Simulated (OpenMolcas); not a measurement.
V4+ (d1) among equal point charges was computed by CASSCF with the d shell active (OpenMolcas, ANO-RCC-VTZP on the metal). Its lowest spin-free states, and all those of the highest spin:

| 2S+1 | Degeneracy | E (cm-1) |
| --- | --- | --- |
| 2 | 1 | 0.0 |
| 2 | 1 | 1648 |
| 2 | 2 | 3099 |
| 2 | 1 | 7717 |

Is the site octahedral, tetrahedral or cube-like, axial, or of lower symmetry?

The states with 2S+1 = 2 have orbital degeneracies 1, 1, 2, 1. There are pairs but no triples, so the site is axial: not cubic, but with a proper or improper axis of order three or more. The run had V4+ among 6 point charges of -1 e arranged as a tetragonal octahedron (D4h), 2.1 Å from the ion, with the axial distance 1.659 Å.

This is an electrostatic model: the charges have no orbitals. No measured value stands beside these numbers.
